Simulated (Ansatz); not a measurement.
Born–Oppenheimer molecular dynamics of Cl3Ge2H3 (8 atoms, charge 0, multiplicity 1). It starts from a relaxed structure.

Theory: RKS PBE0-D4/def2-SVP in Ansatz 0.2.0.

```yaml
ensemble: NVE (velocity Verlet)
time_step: 0.5 fs
steps_asked: 150
starting_velocities_drawn_for: 700 K
seed: 72589
```

First frame:

```xyz
8
Properties=species:S:1:pos:R:3
Ge 0.001 0.000 0.032
Ge 0.000 0.000 2.452
H -1.451 -0.177 2.914
H 0.879 -1.169 2.914
H 0.573 1.345 2.914
Cl 1.992 0.191 -0.764
Cl -1.160 1.629 -0.764
Cl -0.830 -1.819 -0.764
```

Question: How far do the bonds stretch over the last three quarters of this one trajectory? (Pairs bonded in most of those frames.)

Answer: 
```
   bond  mean (Å)  spread (Å)  shortest  longest
Ge1–Ge2     2.430       0.031      2.38     2.48
Ge1–Cl6     2.148       0.013      2.13     2.17
Ge1–Cl7     2.151       0.002      2.15     2.15
Ge1–Cl8     2.144       0.029      2.11     2.19
 Ge2–H3     1.561       0.102      1.40     1.70
 Ge2–H4     1.540       0.012      1.52     1.56
 Ge2–H5     1.544       0.048      1.47     1.61
```

Mean temperature of the second half: 373 K. The conserved energy stayed within 0.34 meV per atom of its start (net change 0.31 meV per atom), so the integration is sound. Over the second half the temperature averaged 0.53 of the 700 K drawn at the start: a run that starts near a minimum puts about half its kinetic energy into the potential. A run of 0.075 ps of so small a system gives no equilibrium averages.

The run took 12 min on 4 threads of Arm Neoverse N1, on a shared host, peak memory 0.42 GiB.
